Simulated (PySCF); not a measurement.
1-methylazulene, C11H10.
Atom-mapped SMILES: `[CH3:1][c:2]1[cH:3][cH:4][c:5]2[cH:6][cH:7][cH:8][cH:9][cH:10][c:11]1-2` (hydrogens: H12, H13, H14 on C1; H15 on C3; H16 on C4; H17 on C6; H18 on C7; H19 on C8; H20 on C9; H21 on C10)

Computed, not measured: PBE0-D3(BJ)/def2-SVP geometry optimisation, gas phase (PySCF).

Give the optimised bond lengths and angles.

```csv
bond,length (Å)
C1–C2,1.493
C2–C3,1.406
C3–C4,1.403
C4–C5,1.402
C5–C6,1.391
C6–C7,1.396
C7–C8,1.397
C8–C9,1.395
C9–C10,1.398
C10–C11,1.389
C2–C11,1.412
C5–C11,1.494
"C1–H12, C1–H13, C1–H14",1.102
C3–H15,1.092
C4–H16,1.090
C6–H17,1.096
C7–H18,1.094
C8–H19,1.095
C9–H20,1.094
C10–H21,1.096
```

Bonds in one row agree within 0.01 Å and their mean is given. A selection of angles:
```csv
angle,degrees
C1–C2–C3,126.2
C1–C2–C11,126.4
C3–C2–C11,107.3
C2–C3–C4,110.7
C3–C4–C5,108.2
C4–C5–C6,125.9
C4–C5–C11,106.6
C6–C5–C11,127.5
C5–C6–C7,129.1
C6–C7–C8,128.5
C7–C8–C9,129.9
C8–C9–C10,128.6
C9–C10–C11,129.2
C2–C11–C10,125.7
C2–C11–C5,107.1
C5–C11–C10,127.2
```

Dihedral angles: C4–C5–C11–C10 180° (antiperiplanar). The mirror-image conformer, all signs reversed, is as good.

The 7-membered ring C5–C6–C7–C8–C9–C10–C11 has internal angles of 127.2° to 129.9° (sum 900°, against 900° for a flat polygon); it is planar, 0.00 Å rms from its mean plane, widest ring torsion 0°. Of the pairs four or more bonds apart, C1···H21 is among the closest relative to their van der Waals radii: 2.73 Å, 94 % of the sum of Bondi's values. The 5-membered ring C2–C3–C4–C5–C11 has internal angles of 106.6° to 110.7° (sum 540°, against 540° for a flat polygon); it is planar, 0.00 Å rms from its mean plane, widest ring torsion 0°. The 11 heavy atoms lie in one plane (0.001 Å rms). The C–C distances run from 1.389 Å (C10–C11, aromatic) to 1.494 Å (C5–C11, drawn single), a spread of 0.105 Å.

Point group: near Cs, missed by 0.15 Å at most; the miss may be what the optimiser left on a soft mode. No frequency check.
